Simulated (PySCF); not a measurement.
Nb(S)(F)(Me)2 (C2H6FNbS), SMILES [CH3][Nb]([F])(=[S])[CH3], multiplicity 1. Atoms are numbered in the order given.

```xyz
11

Nb    -0.0312    -0.1274     0.1632
S      1.0016     1.0571    -1.3026
F      1.1158    -0.9932     1.3650
C     -1.2253    -1.5148    -0.9444
H     -1.9525    -0.9561    -1.5605
H     -1.7736    -2.1562    -0.2282
H     -0.6300    -2.1540    -1.6172
C     -1.3696     1.2128     1.1582
H     -0.8530     2.0630     1.6335
H     -1.9218     0.6469     1.9327
H     -2.0887     1.6184     0.4241
```

The structure is a stationary point at B3LYP-D3(BJ)/def2-SVP. The multiplicity is an assumed one; other spin states were not compared. The def2 effective core potentials stand for the cores of Nb; spin–orbit coupling is left out.

All values below come from PySCF with PBE/def2-TZVP.

Computed frontier levels, gap, dipole moment and polarisability:
| Quantity | Value |
|---|---|
| highest occupied level | -6.64 eV |
| lowest empty level | -3.35 eV |
| orbital gap | 3.29 eV |
| dipole moment | 2.76 D |
| quadrupole, principal values (traceless, Buckingham form, about the centre of nuclear charge) | -4.61, 0.13, 4.48 D·Å |
| mean static polarisability | 89.9 bohr³ (13.33 Å³) |
| polarisability, principal values | 73.0, 90.4, 106.4 bohr³ |
